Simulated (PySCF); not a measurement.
H₄Cl₃GeNSi, SMILES [SiH3][NH][Ge]([Cl])([Cl])[Cl], singlet, PBE0/def2-SVP optimised geometry.

```
10

Si     0.16     1.01    -0.22
N     -0.83    -0.43     0.00
Ge    -0.32    -2.14     0.00
Cl    -1.00    -3.23    -1.71
Cl    -1.05    -3.18     1.72
Cl     1.82    -2.14     0.00
H      0.97     0.91    -1.47
H      1.08     1.26     0.93
H     -0.81     2.14    -0.33
H     -1.82    -0.28     0.19
```

Density from PySCF with PBE0/def2-TZVP at that geometry.

Minimum of the electron density along straight lines between bonded atoms, close to the bond critical point (lines longer than 1.1 times the sum of covalent radii, or with two minima, are not listed):

```csv
bond,length / Å,ρ at the minimum / e bohr⁻³,∇²ρ there / e bohr⁻⁵,position (fraction from the first atom)
Si1–N2,1.759,0.120,0.48,0.40
N2–Ge3,1.793,0.153,0.48,0.53
Ge3–Cl4,2.141,0.109,0.16,0.43
Ge3–Cl5,2.139,0.109,0.17,0.43
Ge3–Cl6,2.137,0.110,0.17,0.43
Si1–H7,1.491,0.122,0.14,0.49
Si1–H8,1.492,0.122,0.14,0.49
Si1–H9,1.492,0.121,0.15,0.49
N2–H10,1.017,0.327,-1.60,0.74
```
